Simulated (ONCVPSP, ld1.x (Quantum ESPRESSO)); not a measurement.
## Potentials for boron (B) compared

Generated with ld1.x 7.5 (TM, RRKJ, ultrasoft, PAW), atompaw 4.2 or ONCVPSP 4.0.1. The cutoff is in Ry: for ld1.x and atompaw files where the sum of valence levels is converged to 10 mRy in a Bessel basis, for ONCV files where the hardest occupied wave has 1 mHa per electron of residual kinetic energy. The error is the largest all-electron minus pseudo excitation energy over each file’s own four to seven test configurations (ionisations up to +4, promotions, holes and added fractions of an electron), all of which were solved. The labels leave out finer settings (local radius, basis sizes, second energies), which also bear on the numbers. Spin-polarised tests are not counted. The rows are a selection from randomly drawn settings: files with unsolved tests, undetermined cutoffs or missed reference levels are left out.

```tsv
potential	cutoff (Ry)	largest error (meV)	bound ghosts
ultrasoft, PW91, scalar-relativistic, rc 1.60/2.95/2.80 (spd), local d, core correction no, reference 2s1.75 2p1.25	6	+132	none
ONCV, LDA (Perdew-Wang 92), scalar-relativistic, rc 1.20/2.15/1.75 (spd), local smoothed, core correction yes, reference 2s1.5 2p1.5, qcut 4.8/8.1/6.3, projectors 2/1/3	28	+55	none
ONCV, PBE, scalar-relativistic, rc 1.10/3.25 (sp), local smoothed, core correction yes, reference 2s2 2p0.75, qcut 6.6/4.8, projectors 2/2	24	+260	none
```

(1) Fill in the row for B: ONCV, PBE, scalar-relativistic, rc 1.15/4.00 (sp), local s, core correction no, reference 2s2 2p1, qcut 5.7/4.1, projectors 0/1.

(2) Fill in the row for B: RRKJ, LDA (PZ), scalar-relativistic, rc 1.55/2.45 (sp), local smoothed, core correction no, reference 2s1.75 2p1.25.

(3) Fill in the row for B: RRKJ, PBE, scalar-relativistic, rc 1.20/1.95/1.70 (spd), local d, core correction yes, reference 2s2 2p1.

Answers

(1) cutoff 24 Ry, largest error +607 meV, bound ghosts: none.

(2) cutoff 30 Ry, largest error +235 meV, bound ghosts: none.

(3) cutoff 25 Ry, largest error +124 meV, bound ghosts: none.
